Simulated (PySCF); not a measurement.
## Ni(OH)2: multiplets, ligand field and magnetism

The complex Ni(OH)2 (charge 0) contains Ni(II), shell d8. The structure is a model geometry with rigid ligands and bond lengths from ionic radii, not a minimum; coordination linear, point group C2h, metal–donor distances 1.78 Å.

```
5

Ni    0.0000    0.0000    0.0000
O     0.0000    0.0000    1.7800
H     0.8000    0.0000    2.3200
O     0.0000    0.0000   -1.7800
H    -0.8000    0.0000   -2.3200
```

Method (PySCF 2.14, density fitting): CASSCF(8,5) with orbitals averaged over all microstates of the shell, strongly contracted NEVPT2 on the averaged canonical orbitals; basis x2c-TZVPall on the metal, x2c-SVPall elsewhere; spin-free X2C; gas phase; spin-orbit coupling by state interaction with the mean-field operator over all roots.

## Spin-free states

```tsv
2S+1	deg.	symmetry	free-ion term	CASSCF / cm⁻¹	NEVPT2 / cm⁻¹	f(ED)	occupations
3	1	3Bg	3F 0.95	0	0	–	1.8 1.9 1.8 1.1 1.4
3	1	3Bg	3F 0.97	647	1309	0	1.9 1.9 1.2 1.1 1.9
3	1	3Ag	3F 0.97	1056	2538	0	1.9 1.7 1.4 1.7 1.4
3	1	3Bg	3F 1.00	2600	5395	0	2.0 1.0 2.0 2.0 1.0
3	1	3Ag	3F 1.00	2601	5402	0	1.0 2.0 2.0 2.0 1.0
3	1	3Bg	3F 0.99	4241	6731	0	1.6 1.5 1.5 1.5 2.0
3	1	3Ag	3F 0.99	4285	6857	0	1.4 1.6 1.4 1.6 2.0
1	1	1Ag	1D 0.84	15924	14180	–	1.7 2.0 1.7 1.3 1.4
1	1	1Bg	1D 0.84	15971	14299	–	2.0 1.7 1.7 1.3 1.4
1	1	1Ag	1D 0.75	15637	14403	–	1.8 1.8 1.9 1.9 0.6
1	1	1Bg	1D 0.76	16457	15258	–	1.9 1.8 1.7 1.2 1.4
3	1	3Bg	3P 0.94	18398	17146	0	1.7 1.6 1.6 1.4 1.6
1	1	1Ag	1D 0.79	17539	17296	–	1.8 1.8 1.2 1.8 1.4
3	1	3Ag	3P 0.96	19648	18803	0	1.7 1.8 1.2 1.8 1.6
1	1	1Ag	1G 0.72	22594	21360	–	1.5 1.8 1.8 1.2 1.6
1	1	1Bg	1G 0.63	22620	21858	–	1.5 1.8 1.8 1.2 1.8
1	1	1Ag	1G 0.80	23722	23200	–	1.8 1.6 1.4 1.6 1.6
1	1	1Bg	1G 0.98	24596	23927	–	2.0 1.4 1.6 1.6 1.4
1	1	1Ag	1G 0.89	25600	25556	–	1.6 1.9 0.9 2.0 1.6
3	1	3Bg	3P 0.97	27232	28470	0	1.1 1.1 1.9 1.9 2.0
1	1	1Bg	1G 0.98	29123	29541	–	1.7 1.3 1.3 1.7 2.0
1	1	1Ag	1G 0.98	29147	29588	–	1.3 1.7 1.3 1.7 2.0
1	1	1Bg	1G 1.00	34301	36785	–	1.0 1.0 2.0 2.0 2.0
1	1	1Ag	1G 1.00	34302	36785	–	1.0 1.0 2.0 2.0 2.0
1	1	1Ag	1S 0.97	63200	57011	–	1.5 1.5 1.6 1.7 1.8
```

Energies are counted from the ground state at NEVPT2 level. Weights follow the labels. f(ED) is the electric-dipole oscillator strength from the ground state at the fixed geometry, without vibronic coupling; occupations, where given, run over the ligand-field orbitals from the lowest.

## Magnetism

The ground multiplet can be fitted only roughly by a spin Hamiltonian with S = 1, g = 1.879, 2.512, 3.647, D = -240.23 cm⁻¹, E/|D| = 0.11 (spin-orbit part alone); the lowest levels hold 87 % of the spin-free ground state. μeff is 4.25 μB at 300 K and 1.95 μB at 10 K; the spin-only value is 2.83 μB.

| T / K | χT / cm³ K mol⁻¹ | μeff / μB |
| --- | --- | --- |
| 2 | 0.095 | 0.87 |
| 5 | 0.238 | 1.38 |
| 10 | 0.475 | 1.95 |
| 20 | 0.915 | 2.71 |
| 30 | 1.242 | 3.15 |
| 50 | 1.612 | 3.59 |
| 75 | 1.839 | 3.83 |
| 100 | 1.968 | 3.97 |
| 150 | 2.105 | 4.10 |
| 200 | 2.175 | 4.17 |
| 250 | 2.220 | 4.21 |
| 300 | 2.254 | 4.25 |

Powder magnetisation at 2 K: 0.04 μB at 0.5 T, 0.09 μB at 1 T, 0.17 μB at 2 T, 0.25 μB at 3 T, 0.41 μB at 5 T, 0.57 μB at 7 T.

Ligand-field fit:

| cm⁻¹ | CASSCF |
| --- | --- |
| B | 1225 |
| B, free ion | 1318 |
| C | 4642 |
| C, free ion | 4863 |
| rms of the fit | 274 |

| orbital | CASSCF / cm⁻¹ | metal share | main function |
| --- | --- | --- | --- |
| 1 | 0 | 1.00 | x2-y2 1.00 |
| 2 | 14 | 1.00 | xy 1.00 |
| 3 | 4264 | 0.97 | xz 0.97 |
| 4 | 6631 | 0.96 | yz 1.00 |
| 5 | 8325 | 0.88 | z2 0.97 |

ζ = 638 cm⁻¹, against 660 for the free ion.

NEVPT2 lifts 3Ag from 2601 to 5402 cm⁻¹; on the d shell alone such lifts tend to overshoot.

The job took 3 s on one thread of Arm Neoverse V2 (shared host), with 86 basis functions, launched as `OMP_NUM_THREADS=1 python lf_run.py task.json out`.
